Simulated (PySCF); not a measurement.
## Ni(2+) (nickel, charge +2) across methods

[Ar] 3d7 4s1, high-spin 5F determinant (an excited configuration). Computed with PySCF 2.14 in aug-cc-pVTZ with one added diffuse shell each of s, p, d, f, g type (9s8p6d4f3g, 118 functions), with the non-relativistic Hamiltonian (point nucleus).

```json
{"method": "r2SCANh", "E (hartree)": "-1507.066", "mean ε 3d α (eV)": "-38.631", "mean ε 3d β (eV)": "-35.485", "mean ε 4s α (eV)": "-25.058", "Σ⟨r²⟩ (bohr²)": "19.07", "⟨S²⟩": "6.001"}
{"method": "PBE0", "E (hartree)": "-1506.861", "mean ε 3d α (eV)": "-39.948", "mean ε 3d β (eV)": "-36.748", "mean ε 4s α (eV)": "-25.280", "Σ⟨r²⟩ (bohr²)": "19.12", "⟨S²⟩": "6.001"}
{"method": "LDA", "E (hartree)": "-1504.356", "mean ε 3d α (eV)": "-37.126", "mean ε 3d β (eV)": "-33.900", "mean ε 4s α (eV)": "-24.745", "Σ⟨r²⟩ (bohr²)": "19.14", "⟨S²⟩": "6.000"}
{"method": "r2SCAN", "E (hartree)": "-1507.071", "mean ε 3d α (eV)": "-37.445", "mean ε 3d β (eV)": "-34.381", "mean ε 4s α (eV)": "-24.732", "Σ⟨r²⟩ (bohr²)": "19.08", "⟨S²⟩": "6.001"}
{"method": "UHF", "E (hartree)": "-1505.83085", "mean ε 3d α (eV)": "-48.485", "mean ε 3d β (eV)": "-44.334", "mean ε 4s α (eV)": "-27.333", "Σ⟨r²⟩ (bohr²)": "19.18", "⟨S²⟩": "6.002"}
{"method": "B3LYP", "E (hartree)": "-1507.127", "mean ε 3d α (eV)": "-39.339", "mean ε 3d β (eV)": "-36.390", "mean ε 4s α (eV)": "-25.247", "Σ⟨r²⟩ (bohr²)": "19.13", "⟨S²⟩": "6.001"}
{"method": "PBE", "E (hartree)": "-1506.816", "mean ε 3d α (eV)": "-36.823", "mean ε 3d β (eV)": "-33.886", "mean ε 4s α (eV)": "-24.432", "Σ⟨r²⟩ (bohr²)": "19.18", "⟨S²⟩": "6.000"}
```
